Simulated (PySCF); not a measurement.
Zr⁻ (zirconium, charge -1) across methods

[Kr] 4d3 5s2, high-spin 4F determinant. Calculation: PySCF 2.14, in x2c-TZVPPall with one added diffuse shell each of s, p, d, f type (9s7p7d3f1g, 95 functions); scalar relativity by spin-free X2C-1e.

```
   method  E (hartree)  mean ε 5s α (eV)  mean ε 5s β (eV)  mean ε 4d α (eV)  Σ⟨r²⟩ (bohr²)   ⟨S²⟩
CAM-B3LYP     -3598.45            -0.895            -0.195            -0.178          103.5  3.775
BHandHLYP     -3598.24            -0.487             0.174             0.044          104.9  3.777
  r2SCAN0     -3598.23            -0.564             0.498             0.361          107.8  3.882
    wB97X     -3598.32            -1.364            -1.068            -1.022          102.4  3.755
   r2SCAN     -3598.25            -0.142             0.844             1.198          108.5  3.889
      LDA     -3593.82            -0.045             0.707             1.533          106.0  3.776
     PBE0     -3597.94            -0.309             0.536             0.709          104.5  3.787
      UHF  -3596.17625            -1.877             0.191            -2.539          127.8  4.087
```

Q: Estimate the same row for PBE.

A: E (hartree) = -3597.87; mean ε 5s α (eV) = 0.100; mean ε 5s β (eV) = 0.871; mean ε 4d α (eV) = 1.528; Σ⟨r²⟩ (bohr²) = 106.9; ⟨S²⟩ = 3.775.

The outer electron is barely bound at this level, so radii and moments hang on the diffuse functions.

The highest occupied level is positive at PBE, BHandHLYP, r2SCAN0, r2SCAN, LDA, PBE0, UHF: only the finite basis holds that electron, at UHF too, so the state is unbound at these levels.
